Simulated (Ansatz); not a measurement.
Mulliken charges of Cl$_{2}$H$_{4}$O$_{2}$Si$_{2}$, SMILES `O[SiH2]O[SiH](Cl)Cl` from r2SCAN/def2-TZVPP in Ansatz (PBE0-D4/def2-TZVP geometry).

```csv
atom,x (Å),y (Å),z (Å),charge (e)
O1,-0.956,-1.541,1.312,-0.401
Si2,-1.209,-0.793,-0.117,0.594
O3,-0.418,0.652,-0.189,-0.398
Si4,1.042,1.324,-0.202,0.683
Cl5,2.360,0.102,0.785,-0.247
Cl6,1.700,1.556,-2.114,-0.220
H7,-0.074,-1.863,1.506,0.204
H8,-0.729,-1.617,-1.252,-0.087
H9,-2.653,-0.505,-0.186,-0.072
H10,1.020,2.633,0.460,-0.056
```

Problem. By hand: the dipole of these point charges (1 e Å = 4.8032 D).

Solution. Σ q r = (-0.231, 0.074, 0.017) e Å, of length 0.243 e Å = 1.17 D.

Problem. How does the dipole of the full density compare? (Estimate.)

Solution. Computed: (0.032, -0.051, 0.048) e Å, 0.37 D; the point charges give 3.16 times that, at 124° from its direction, so they point the opposite way.

Point charges leave out the atoms' own dipoles, such as those of lone pairs, and Mulliken's split depends on the basis, so the two needn't agree.
